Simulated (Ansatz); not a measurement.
Program: Ansatz. Geometries: PBE0-D4/def2-TZVP. ΔE: electronic, gas phase. CCSD(T)/CBS is the MP2 limit (def2-TZVPP, def2-QZVPP) plus CCSD(T) − MP2 in def2-TZVPP, frozen cores. This one scheme is used for every species. DFT in def2-TZVPP. B3LYP here is the variant with VWN-RPA as its local correlation; programs differ in this. HSE06 is defined as in plane-wave codes. One conformer a species, not always the lowest.

Consider the hydrogenolysis of a C–C bond: `O=C(F)c1ccccc1` + H₂ → `O=CF` + `c1ccccc1`.

| level | ΔE (kJ/mol) | difference from CCSD(T)/CBS |
| --- | --- | --- |
| LDA (SPW92) | 2.6 | 17.9 |
| PBE-D4 | -7.3 | 8.0 |
| revPBE-D4 | -4.2 | 11.1 |
| BLYP-D4 | -8.9 | 6.4 |
| r2SCAN-D4 | -4.1 | 11.2 |
| B97M-V | -7.9 | 7.4 |
| PBE0-D4 | -10.7 | 4.6 |
| B3LYP-D4 | -12.0 | 3.3 |
| r2SCANh-D4 | -6.0 | 9.3 |
| r2SCAN0-D4 | -8.6 | 6.7 |
| HSE06-D4 | -10.9 | 4.4 |
| BHLYP-D4 | -16.0 | -0.7 |
| CAM-B3LYP-D4 | -14.1 | 1.2 |
| ωB97X-V | -13.3 | 2.0 |
| ωB97M-V | -13.5 | 1.8 |
| B2PLYP | -18.7 | -3.4 |
| PBE-QIDH | -14.4 | 0.9 |
| PBE | -14.2 | 1.1 |
| BLYP | -22.8 | -7.5 |
| r2SCAN | -6.4 | 8.9 |
| PBE0 | -16.9 | -1.6 |
| B3LYP | -22.7 | -7.4 |
| r2SCANh | -8.4 | 6.9 |
| r2SCAN0 | -11.2 | 4.1 |
| HSE06 | -16.7 | -1.4 |
| BHLYP | -24.2 | -8.9 |
| CAM-B3LYP | -20.5 | -5.2 |
| LC-ωPBE | -20.1 | -4.8 |
| HF/def2-SVP | -30.4 | -15.1 |
| CCSD/def2-SVP | -17.1 | -1.8 |
| CCSD(T)/def2-SVP | -11.1 | 4.2 |
| HF/def2-TZVPP | -36.0 | -20.7 |
| MP2/def2-TZVPP | -10.9 | 4.4 |
| SCS-MP2/def2-TZVPP | -17.4 | -2.1 |
| CCSD/def2-TZVPP | -21.8 | -6.5 |
| CCSD(T)/def2-TZVPP | -15.3 | 0.0 |
| HF/def2-QZVPP | -36.7 | -21.4 |
| MP2/def2-QZVPP | -11.1 | 4.2 |
| SCS-MP2/def2-QZVPP | -17.7 | -2.4 |
| CCSD/CBS(def2) | -21.7 | -6.4 |
| CCSD(T)/CBS | -15.3 | 0 |

Largest T1 diagnostic among the species: 0.016.

In def2-TZVPP, CCSD(T) changes the Hartree–Fock value by +20.7 kJ/mol (the triples alone add +6.4 kJ/mol) and MP2 by +25.1 kJ/mol. From r2SCAN to r2SCAN0 (25 % exact exchange), in def2-TZVPP and without D4, ΔE moves by −4.8 kJ/mol.
